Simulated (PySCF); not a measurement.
C₂H₃Cl₂FSi, SMILES F/C(=C/Cl)[SiH2]Cl. Atoms are numbered in the order given.

```xyz
9

F      0.4509     2.1306    -1.0213
C      0.5377     0.9770    -0.3416
C      1.6490     0.2473    -0.4924
Cl     1.8608    -1.2572     0.3067
Si    -0.9500     0.5491     0.7392
Cl    -2.1015    -0.8952    -0.1861
H      2.4734     0.5636    -1.1371
H     -0.5041     0.0293     2.0562
H     -1.7548     1.7900     0.8777
```
Charge 0, spin multiplicity 1.

Coordinates come from a PBE0-D3(BJ)/def2-SVP optimisation. The structure was generated by enumeration; whether it is a known compound was not checked. Other conformers were not sampled.

These are r2SCAN/def2-TZVP (PySCF) values and carry that method's errors.

ESP charges are fitted to the potential on shells at 1.4 to 2.0 van der Waals radii. Atomic charges (e):

```json
[
 {"atom": "F1", "IAO": "-0.26", "ESP fit": "?"},
 {"atom": "C2", "IAO": "-0.01", "ESP fit": "?"},
 {"atom": "C3", "IAO": "-0.20", "ESP fit": "-0.39"},
 {"atom": "Cl4", "IAO": "0.02", "ESP fit": "?"},
 {"atom": "Si5", "IAO": "0.81", "ESP fit": "?"},
 {"atom": "Cl6", "IAO": "-0.31", "ESP fit": "-0.11"},
 {"atom": "H7", "IAO": "0.18", "ESP fit": "0.26"},
 {"atom": "H8", "IAO": "-0.11", "ESP fit": "0.01"},
 {"atom": "H9", "IAO": "-0.12", "ESP fit": "0.01"}
]
```

Question: What belongs in the gaps? (An estimate is asked for; the answer gives what the named calculation found.)

Answer: 
- F1, ESP fit: -0.17
- C2, ESP fit: 0.29
- Cl4, ESP fit: 0.01
- Si5, ESP fit: 0.10

Question: Give the Mayer and Wiberg (Löwdin basis) orders of the bonds. (The exact figures need the calculation; the answer reports its results.)

Answer: 
```json
[
 {"bond": "F1–C2", "Mayer": "0.97", "Wiberg": "1.72"},
 {"bond": "C2–C3", "Mayer": "1.78", "Wiberg": "2.04"},
 {"bond": "C3–Cl4", "Mayer": "1.10", "Wiberg": "1.75"},
 {"bond": "C2–Si5", "Mayer": "0.97", "Wiberg": "1.07"},
 {"bond": "Si5–Cl6", "Mayer": "1.15", "Wiberg": "1.84"},
 {"bond": "C3–H7", "Mayer": "0.93", "Wiberg": "0.86"},
 {"bond": "Si5–H8", "Mayer": "0.93", "Wiberg": "0.93"},
 {"bond": "Si5–H9", "Mayer": "0.93", "Wiberg": "0.93"}
]
```
